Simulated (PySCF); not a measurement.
## Ru⁺: excitation energy

Ru⁺ [Kr] 4d7 (4F) → Ru⁺ [Kr] 4d6 5s1 (6D), as a difference of total energies. All numbers are calculated (PySCF 2.14, scalar relativity by spin-free X2C-1e, in ANO-RCC-VTZP (7s6p4d2f1g, 68 functions)). Correlated levels: valence: [Kr] frozen. The calculations carry no spin-orbit coupling.

Q: Order these methods by the excitation energy they give, lowest first.
A. UHF
B. CCSD(T) (valence)
C. SCS-MP2 (valence)
D. MP2 (valence)

A: A (3164.6 cm⁻¹), B (8591.6 cm⁻¹), D (8756.5 cm⁻¹), C (12580 cm⁻¹).

Errors of the correlated levels include the incompleteness of this basis and the frozen core.

The basis was made for the ground configuration and has no added diffuse functions, so the excitation energy can come out too high.

For comparison: 8795.3 cm⁻¹ (measured; NIST levels, between the centres of gravity of the two terms).
